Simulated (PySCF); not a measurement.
Ionising SnF

UHF-SCS-MP2; PySCF, scalar-relativistic core potentials, basis sets Sn cc-pVDZ-PP with ECP28, F cc-pVDZ. Neutral (UHF): doublet (π ↑), Re = 1.969 Å, ωe = 609 cm⁻¹, De = 4.27 eV.

SnF⁺ (RHF): singlet (closed shell), Re = 1.908 Å, ωe = 701 cm⁻¹, De = 4.61 eV to Sn⁺ + F. The energies at the minima are -313.05708 hartree for SnF and -312.81053 for SnF⁺.

Task: Work out the adiabatic ionisation energy, without and with harmonic zero-point energies (1 hartree = 27.2114 eV, 1 eV = 8065.5 cm⁻¹), and the change of the bond length.

Result: At SCS-MP2: 0.24655 hartree = 6.709 eV between the minima; the zero-point term (701.0 − 609.0)/2 cm⁻¹ = +0.006 eV makes it 6.715 eV. Re changes by -6.1 pm against the neutral. The electron leaves a π orbital, and the shorter bond of the ion fits an antibonding orbital, or a change in how ionic the bond is.

Correlated steps freeze 5 core orbitals. Correlated levels converge slowly with the basis: in double zeta they bind strong bonds too weakly, by up to about 1 eV, and carry superposition errors of some tenths. Spin–orbit coupling is left out, which matters for elements this heavy, above all for dissociation energies. For an ion De counts to the pair picked by the measured ionisation energies or electron affinities, which need not be the lowest pair at this level. Where the molecule has an RHF reference, its open-shell atoms are computed with UHF. States were picked by a PBE0 search and need not be the measured ground states.

Neutral and ion stand on different kinds of reference determinant, which adds to the error of the difference.
